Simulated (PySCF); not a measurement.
Vertical excitation energies

Species: C₂H₁₁NSi₂.
Bonds: C1–N2, N2–Si3, Si3–Si4, Si4–C5. Hydrogens: H6, H7, H8 on C1; H9 on N2; H10, H11 on Si3; H12, H13 on Si4; H14, H15, H16 on C5.

Level of theory: PySCF 2.14.0, density-fitted response routines, TDDFT CAM-B3LYP/def2-SVPD, vertical, gas phase, core orbitals frozen in the response. The structure is a single PBE0-D3(BJ)/def2-SVP conformer in the gas phase; no vibrational or solvent corrections. Torsions of this conformer, `[CH3:1][NH:2][SiH2:3][SiH2:4][CH3:5]`: C1–N2–Si3–Si4 -166°, N2–Si3–Si4–C5 60°.

```tsv
state	E (eV)	E (kJ/mol)	λ (nm)	f	main configurations (H = HOMO, L = LUMO)
S1	5.73	553	216.4	0.0016	H→L (85%), H→L+1 (9%)
S2	6.62	639	187.3	0.011	H→L+3 (37%), H→L+1 (32%)
S3	6.78	654	183.0	0.019	H→L+2 (36%), H→L+1 (31%), H-1→L (10%)
S4	6.83	659	181.5	0.018	H→L+2 (34%), H→L+3 (30%), H→L+1 (15%)
S5	7.12	687	174.1	0.062	H-1→L (48%), H→L+2 (12%), H→L+5 (11%)
S6	7.17	692	172.8	0.019	H→L+5 (49%), H-1→L (14%), H→L+4 (8%)
S7	7.32	707	169.3	0.028	H→L+4 (47%), H→L+5 (14%), H-1→L+1 (13%)
S8	7.48	721	165.8	0.029	H-1→L+1 (52%), H→L+4 (17%), H-1→L (8%)
S9	7.82	754	158.6	0.0054	H-1→L+2 (49%), H→L+6 (20%), H-1→L+3 (9%)
S10	7.88	760	157.4	0.043	H→L+6 (39%), H-1→L+2 (15%), H→L+7 (14%)
```

Triplets (Tamm–Dancoff): T1 5.40 eV, H→L (76%), H→L+1 (10%); T2 6.10 eV, H-1→L+1 (23%), H→L+1 (20%), H→L+3 (14%); T3 6.30 eV, H-1→L (38%), H→L+1 (14%), H→L+2 (12%); T4 6.58 eV, H→L+3 (56%), H-1→L+1 (9%).

The lowest singlet lies at 5.73 eV (216 nm, ultraviolet) and is very weak; its leading configuration is HOMO→LUMO (85%). The strongest level in the table is S5 at 7.12 eV (174 nm, f = 0.062). Löwdin shares by element: HOMO nitrogen 52%, silicon 12% or more, carbon 10% or more, hydrogen 8% or more (atoms not listed hold the other 18%); LUMO silicon 33%, carbon 13% or more, hydrogen 10% or more (atoms not listed hold the other 45%). The oscillator strengths of these states sum to 0.236; summed over the whole spectrum of an exact calculation they would give the number of electrons, 58 (Thomas–Reiche–Kuhn). Weighted by f, the mean energy of these states is 7.26 eV. The listed states span 2.14 eV, and the widest gap between neighbours is 0.89 eV (S1 to S2). All these states lie below the vertical ionisation energy of 8.77 eV (ΔSCF). The window holds the lowest 10 singlets.

Time: 1.8 min of wall time; peak memory 1.1 GiB. Hardware: one thread, Arm Neoverse V2 (aarch64), no GPU, shared host with 96 logical CPUs at a one-minute load of 56.

Without π bonds the low states are Rydberg-like; a valence basis with one diffuse set may place them up to an eV too high.
